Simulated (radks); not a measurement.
The numbers below are computed, except where a source is named.
Species: Fe+. Configuration: [Ar] 3d6.5 4s0.5 (fractional occupations, a model configuration). Level of theory: scalar-relativistic Kohn-Sham, r2SCAN, spin-unpolarised, spherical densities, finite nucleus; meta-GGA in the generalised Kohn-Sham scheme; Fermi nuclear charge, rms radius 3.7377 fm (a radial shooting solver on a logarithmic mesh with Libxc functionals).

Local quantities along the radius. ELF = 1/(1 + alpha^2) is the electron localisation function; alpha = (tau - tau_W)/tau_unif compares the Pauli kinetic energy density with that of the uniform gas; -r V(r) is the screened charge that the Kohn-Sham potential presents (atomic units); 4 pi r^2 rho is in e/bohr; r v_xc is r times the local exchange-correlation potential (hartree bohr, multiplicative part alone). tau is taken from the large components.

| r (bohr) | ELF | alpha | -r V(r) | 4 pi r^2 rho | r v_xc |
|---|---|---|---|---|---|
| 0.004974 | 1.000 | 0.01839 | 25.58 | 3.108 | -0.1575 |
| 0.006477 | 1.000 | 0.02026 | 25.44 | 4.828 | -0.1905 |
| 0.008502 | 0.999 | 0.02326 | 25.25 | 7.414 | -0.2323 |
| 0.01116 | 0.999 | 0.02803 | 25.01 | 11.02 | -0.2825 |
| 0.01453 | 0.999 | 0.03565 | 24.70 | 15.54 | -0.3396 |
| 0.01907 | 0.998 | 0.04941 | 24.29 | 20.98 | -0.4060 |
| 0.02483 | 0.994 | 0.07472 | 23.80 | 26.23 | -0.4760 |
| 0.0326 | 0.984 | 0.1295 | 23.16 | 30.24 | -0.5524 |
| 0.04279 | 0.937 | 0.2588 | 22.40 | 31.32 | -0.6332 |
| 0.05572 | 0.757 | 0.5660 | 21.46 | 29.16 | -0.6613 |
| 0.07313 | 0.407 | 1.206 | 20.16 | 25.55 | -0.5320 |
| 0.09523 | 0.277 | 1.616 | 18.95 | 24.49 | -0.6525 |
| 0.125 | 0.456 | 1.093 | 17.49 | 28.37 | -0.7824 |
| 0.1641 | 0.737 | 0.5970 | 15.90 | 33.99 | -0.9729 |
| 0.2136 | 0.827 | 0.4577 | 14.14 | 33.74 | -1.036 |
| 0.2804 | 0.690 | 0.6711 | 12.26 | 24.85 | -1.016 |
| 0.3681 | 0.228 | 1.840 | 10.15 | 15.05 | -0.7622 |
| 0.4793 | 0.237 | 1.794 | 8.227 | 13.22 | -0.7332 |
| 0.6291 | 0.665 | 0.7100 | 6.715 | 16.37 | -1.218 |
| 0.8191 | 0.778 | 0.5341 | 5.026 | 15.67 | -1.247 |
| 1.075 | 0.672 | 0.6987 | 3.691 | 10.15 | -1.187 |
| 1.411 | 0.376 | 1.287 | 2.629 | 4.769 | -0.8798 |
| 1.838 | 0.150 | 2.384 | 2.032 | 1.997 | -0.6777 |
| 2.412 | 0.089 | 3.197 | 1.746 | 0.8385 | -0.6023 |
| 3.166 | 0.078 | 3.442 | 1.556 | 0.3343 | -0.5107 |
| 4.123 | 0.055 | 4.159 | 1.376 | 0.1027 | -0.3659 |
| 5.411 | 0.020 | 6.941 | 1.201 | 0.01798 | -0.1998 |
| 7.046 | 0.003 | 17.66 | 1.084 | 0.001628 | -0.08403 |

On this mesh the ELF has minima near r = 0.095, 0.42 bohr, which separate the shells, and maxima near 0.21 (0.83), 0.82 (0.78).
